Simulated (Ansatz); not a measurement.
Basis-set extrapolation for `C[BH][AlH][AlH2]` (PBE0-D4/def2-TZVP geometry, frozen core, the Gaussian-basis code of Ansatz). Multiplicity 1, RHF reference.

|  | def2-TZVPP | def2-QZVPP |
| --- | --- | --- |
| HF | -550.441609 | -550.458652 |
| MP2 correlation | -0.430089 | -0.458702 |
| CCSD(T) correlation | -0.510065 | not run |

Energies in hartree. Use E(X) = E(∞) + A·exp(−7.88·√X) for Hartree–Fock and E(X) = E(∞) + B·X^(−2.97) for correlation, with X = 3 and 4, and add CCSD(T) minus MP2 of the smaller set to the MP2 limit.

Task: What is the CCSD(T) energy at the basis-set limit?

Result: HF limit: -550.458652 + (-0.017043) × 0.13774 = -550.46100. MP2 limit: -0.458702 + (-0.028613) × 0.74074 = -0.47990. Higher-order term: -0.510065 − (-0.430089) = -0.07998. Total: -551.02088 hartree, 1.88 eV below CCSD(T)/def2-TZVPP.
